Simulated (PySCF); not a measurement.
# Property card for `FC1=C[Si@@H](Cl)C=C[Si@@H]1Br`

Compound: C4H5BrClFSi2.
Z-matrix (Å and degrees, PBE0-D3(BJ)/def2-SVP geometry), rows numbered from 1:
```
F 
C   1  1.3394
C   2  1.3391  1  120.17
Si  3  1.8529  2  123.35  1   179.85
Cl  4  2.0759  3  109.12  2  -119.45
C   4  1.8666  3  111.11  2    -0.70
C   6  1.3459  4  125.23  3     0.69
Si  7  1.8615  6  124.42  4    -0.05
Br  8  2.2256  2  107.96  1    61.58
H   3  1.0985  2  117.12  1     0.24
H   4  1.4884  3  111.42  2   123.61
H   6  1.0997  4  116.44  3  -178.97
H   7  1.0994  6  118.82  4   179.71
H   8  1.4870  2  109.97  1   -54.82
```

Among its groups: C=C double bond, C–F bond, Si–H bond and C–Si bond.

**PBE0-D3(BJ)/def2-SVP geometry optimisation, gas phase (PySCF)**

```yaml
Point_group: C1
Rotational_constants_A_B_C: 1.566, 0.342, 0.302 GHz
```

B3LYP/def2-SVPD ground state and vertical TDDFT (core frozen in the response) (PySCF):

```yaml
Dipole_moment: 1.51 D
HOMO_energy: -8.00 eV
LUMO_energy: -2.23 eV
HOMO–LUMO_gap: 5.77 eV
Lowest_singlet_excitation: 4.95 eV (250 nm, f = 0.003)
Strongest_line_among_the_6_lowest_singlet_transitions: S5 at 5.71 eV (217 nm, f = 0.044)
Static_isotropic_polarisability: 132.5 au
Electronic_spatial_extent_⟨r²⟩_about_the_centre_of_nuclear_charge: 3213 bohr²
```

Monoisotopic mass from the formula: 241.8786 u.

With B = h/(8π²I), that is 505.379 GHz u Å² over I, the principal moments of inertia are 322.8, 1475.9 and 1674.8 u Å² (most abundant isotopes). No computed singlet falls in the visible range (750 to 380 nm, 1.65 to 3.26 eV); S1 lies 1.69 eV above its blue end. The principal polarisabilities are 104.0, 115.5 and 178.1 au; their mean is the isotropic value. The polarisability is 19.64 Å³ as a volume (1 au = 0.148185 Å³), or 1.12 au for each of the 118 electrons. The largest Löwdin shares of the HOMO are 0.26 on C3, 0.22 on C2, 0.16 on Br9 and 0.09 on F1. The 6 singlets span 4.95 to 5.86 eV, and their oscillator strengths add up to 0.11. S1 lies 0.82 eV below the HOMO–LUMO gap; its leading configuration is HOMO→LUMO, weight 0.86.

 Relativistic effects, spin–orbit coupling among them, are left out although an element past zinc is present.
